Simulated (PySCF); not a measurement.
A GIAO shielding run with PySCF 2.14.0 with density-fitted response routines (density fitting, non-relativistic, gas phase) on SMILES CC(C)[Si@@H](F)[C@H]1OC=C[SiH2]1, C6H13FOSi2:

```
$ OMP_NUM_THREADS=1 python probes_run.py task.json out

{"job": {"kind": "nmr", "xc": "PBE0", "basis": "pcSseg-1"}, "charge": 0, "multiplicity": 1}
C     -2.437509    -0.948117     0.418449
C     -1.942837     0.493981     0.536388
C     -2.022121     1.182182    -0.826834
Si    -0.191229     0.583492     1.295452
F      0.051031    -0.770860     2.151588
C      1.195496     0.630058     0.000278
O      2.394151     0.869969     0.777000
C      3.357305    -0.032627     0.568810
C      3.212546    -1.039601    -0.300712
Si     1.516685    -0.951188    -1.058354
H     -3.464439    -0.968287     0.056227
H     -1.820156    -1.509330    -0.279089
H     -2.404671    -1.445746     1.384003
H     -2.628839     1.018296     1.209835
H     -1.706645     2.220777    -0.757724
H     -1.381625     0.675026    -1.546663
H     -3.043401     1.160048    -1.204654
H     -0.028629     1.636766     2.289582
H      1.079953     1.505819    -0.642825
H      4.231492     0.162550     1.176553
H      3.997267    -1.754709    -0.459231
H      1.415247    -0.628700    -2.488667
H      0.616176    -2.062813    -0.743458
```

Hardware: 1 thread of an Arm Neoverse N1, shared host. The job also computes population analyses, field gradients, ring-centre shieldings.

**Question.** How large is the calculation?

**Answer.** 94 electrons, 249 basis functions and 1336 auxiliary functions.

**Question.** How long does it take, and how much memory does it need?

**Answer.** 2.1 min of wall time, with 14 SCF cycles and 5 response iterations; peak memory 1.1 GiB. Times on a shared host scatter by some tens of per cent.
